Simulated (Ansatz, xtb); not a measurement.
Ranking isomers of C4H6B2Se

4 gas-phase structures of C4H6B2Se, from a drawn sample of its isomers (lower ones may exist). Each was relaxed with GFN2-xTB:

A. `Bc1c[se]c(B)c1`, a singlet
B. `Bc1c[se]cc1B`, a singlet
C. `Bc1cc[se]c1B`, a singlet
D. `Bc1ccc(B)[se]1`, a singlet

Question: Estimate their order in r2SCAN-D4/def2-SVP energy at these geometries, lowest first.

Answer: Calculated order at r2SCAN-D4/def2-SVP: D (0.0), A (10.5), C (21.5), B (35.9) kJ/mol.

Energies above the lowest of each column, in kJ/mol; the last columns are at B3LYP/def2-SVP geometries:

```csv
structure,GFN2-xTB,HF/STO-3G,r2SCAN-D4/def2-SVP,B3LYP/def2-SVP,CCSD(T)/def2-SVP + ΔMP2/def2-TZVPP
D,0.0,3.4,0.0,0.0,0.0
A,2.8,0.0,10.5,8.7,8.4
C,11.8,19.1,21.5,21.8,18.5
B,14.6,18.3,35.9,33.6,28.6
```

CCSD(T)/def2-SVP + ΔMP2/def2-TZVPP puts D lowest; HF/STO-3G picks A. Flexible structures stand in one conformer each, not always the lowest. ΔMP2 is the change of the MP2 energy from the smaller to the larger basis.

Over these structures GFN2-xTB departs from r2SCAN-D4/def2-SVP by 5.8 kJ/mol on average once a common shift is removed. A GFN2-xTB relaxation took about 0.093 s and the r2SCAN-D4/def2-SVP energy about 1.8 s on a shared host (Ansatz 0.2.0, xtb 6.7.1).
